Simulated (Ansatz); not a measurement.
```yaml
crystal:
  periodic: [false, false, false]
  atoms:
    - {symbol: C, position_ang: [-3.577598, 3.177787, -0.672915]}
    - {symbol: C, position_ang: [-2.297153, 0.570365, -1.148350]}
    - {symbol: N, position_ang: [0.475651, -0.283696, -0.293938]}
    - {symbol: C, position_ang: [2.217472, 1.810136, 1.328627]}
    - {symbol: Ge, position_ang: [1.496573, -4.209409, -0.252313]}
    - {symbol: H, position_ang: [-5.749789, 3.588076, -1.548821]}
    - {symbol: H, position_ang: [-2.532330, 4.934294, 0.546674]}
    - {symbol: H, position_ang: [-3.488724, -1.102642, -2.375692]}
    - {symbol: H, position_ang: [1.219779, 2.376336, 3.455791]}
    - {symbol: H, position_ang: [4.412370, 0.924681, 1.734711]}
    - {symbol: H, position_ang: [2.459993, 3.850204, 0.066803]}
    - {symbol: H, position_ang: [0.822019, -5.641310, 2.751218]}
    - {symbol: H, position_ang: [4.820606, -4.363847, -0.842102]}
    - {symbol: H, position_ang: [-0.307470, -5.695434, -2.686335]}
basis:
  gaussian: {orbitals: def2-SVPD}
hamiltonian: {xc: {name: HSE06}}
output: {forces: true}
```

```sh
$ ansatz run in.yaml --threads 4 --pin off --events-out ev --progress --plain --max-ram 11315MiB
```

Output, abridged:

```
Functional definition: HSE06
1702 factors; their error is unknown
274 factors; integrals over basis functions are off by at most 1.7e-6 eV
mean field evaluation 1: about -61133.8657 eV, gradient 1.1e2 eV
mean field evaluation 2: about -60730.6488 eV, gradient 2.3e2 eV
mean field evaluation 4: about -60755.1955 eV, gradient 1.9e2 eV
mean field evaluation 8: about -61179.3518 eV, gradient 7.0e0 eV
mean field evaluation 16: about -61179.9790 eV, gradient 5.0e-1 eV
mean field evaluation 32: about -61180.0072 eV, gradient 2.7e-6 eV
mean field -61180.00717867 eV, -2248.3237945180 hartree, gradient 2.7e-6 eV, S^2 0.000000; 10 other end points of the search recorded, 0 dependent functions left out
reference -61180.00728498 eV, -2248.3237984248 hartree; 33, 33 occupied and 157, 157 virtual orbitals, 1702 factors
Total energy: -61180.00728498 eV, -2248.3237984248 hartree
Atom 0 at    -3.577598     3.177787    -0.672915 Å, force    -0.805946     1.313544     0.190525 eV/Å
Atom 1 at    -2.297153     0.570365    -1.148350 Å, force    -0.119392    -1.512477    -0.648769 eV/Å
Atom 2 at     0.475651    -0.283696    -0.293938 Å, force    -0.909313     0.485565    -0.146987 eV/Å
Atom 3 at     2.217472     1.810136     1.328627 Å, force     0.989025     1.092273     0.741458 eV/Å
Atom 4 at     1.496573    -4.209409    -0.252313 Å, force     0.202320    -0.736213    -0.004574 eV/Å
Atom 5 at    -5.749789     3.588076    -1.548821 Å, force     2.172579    -0.228211     0.934209 eV/Å
Atom 6 at    -2.532330     4.934294     0.546674 Å, force    -1.154048    -1.618638    -1.234956 eV/Å
Atom 7 at    -3.488724    -1.102642    -2.375692 Å, force     1.254080     1.674998     1.222025 eV/Å
Atom 8 at     1.219779     2.376336     3.455791 Å, force     0.834938    -0.493873    -1.811541 eV/Å
Atom 9 at     4.412370     0.924681     1.734711 Å, force    -1.951435     0.781566    -0.365457 eV/Å
Atom 10 at     2.459993     3.850204     0.066803 Å, force    -0.223325    -1.817406     1.107489 eV/Å
Atom 11 at     0.822019    -5.641310     2.751218 Å, force     0.198028     0.480375    -0.942748 eV/Å
Atom 12 at     4.820606    -4.363847    -0.842102 Å, force    -1.058108     0.072092     0.179798 eV/Å
Atom 13 at    -0.307470    -5.695434    -2.686335 Å, force     0.570595     0.506405     0.779527 eV/Å
Dipole moment:    -0.607227     0.105149    -0.242375 e Å
```

**Question.** What is wrong with this run?

**Answer.** The geometry is stretched to more than twice its size. The calculation finished and met its thresholds. The result belongs to that input, not to the molecule as meant.

HSE06 is defined as in plane-wave codes.
